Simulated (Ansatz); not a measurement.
**Strength of the C–H bond: Al(CH3)2F → Al(CH2)(CH3)F + H**

Species: Al(CH3)2F, singlet; Al(CH2)(CH3)F, doublet; H atom, doublet. 

Shapes, held fixed at every level: PBE0-D4/def2-TZVP. Flexible molecules stand in one conformer, not always the lowest. Programs: Ansatz 0.2.0. Electronic energies: no zero-point or thermal term.

```
               level                   kind  ΔE (kJ/mol)  less CCSD(T)/CBS estimate
       HF/def2-TZVPP           Hartree–Fock       +323.1                     -119.0
   PBE-D4/def2-TZVPP                    GGA       +432.7                       -9.4
 BHLYP-D4/def2-TZVPP          global hybrid       +425.4                      -16.7
        MP2/def2-SVP    perturbation theory       +421.9                      -20.2
      MP2/def2-TZVPP    perturbation theory       +434.0                       -8.1
  CCSD(T)/def2-TZVPP  coupled cluster or CI       +434.4                       -7.7
     CCSD/def2-TZVPP  coupled cluster or CI       +429.4                      -12.7
CCSD(T)/CBS estimate  coupled cluster or CI       +442.1                        0.0
```

The highest level, CCSD(T)/CBS estimate, gives ΔE = +442.1 kJ/mol; the levels span +323.1 to +442.1. The column of differences is taken from that level and isn't an error. Hartree–Fock misses the correlation of the pair that is broken and comes out low. No measured value is set beside it here. Open shells run unrestricted unless RO is named. The CBS estimate extrapolates MP2 from def2-TZVPP and def2-QZVPP and adds CCSD(T) − MP2 in the triple-zeta set, cores frozen.
